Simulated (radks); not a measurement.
Results of a calculation; reference values are marked as such.
Coulomb parameter of the 4d shell of the rhodium ion Rh+ in the model configuration [Kr] 4d7 5s1, as a second difference U = [E(n + 0.25) + E(n - 0.25) - 2 E(n)] / (0.25)^2 with all orbitals relaxed. "Bare": the charge of the atom changes with n. "Screened": the 5s shell takes up the change at fixed total charge, which measures U(4d,4d) + U(5s,5s) - 2 U(4d,5s). Level of theory: Dirac Kohn-Sham, BLYP, spin-unpolarised, spherical densities, point nucleus; open shells are shared between the two j in proportion to 2j + 1 (a radial shooting solver on a logarithmic mesh with Libxc functionals).

case                 configuration  E - E(n) (eV)
start                 [Kr] 4d7 5s1          0.000
bare +0.25         [Kr] 4d7.25 5s1         -3.775
bare -0.25         [Kr] 4d6.75 5s1          4.512
screened +0.25  [Kr] 4d7.25 5s0.75         -1.032
screened -0.25  [Kr] 4d6.75 5s1.25          1.152

U(bare) = 11.786 eV, U(screened by 5s) = 1.908 eV.
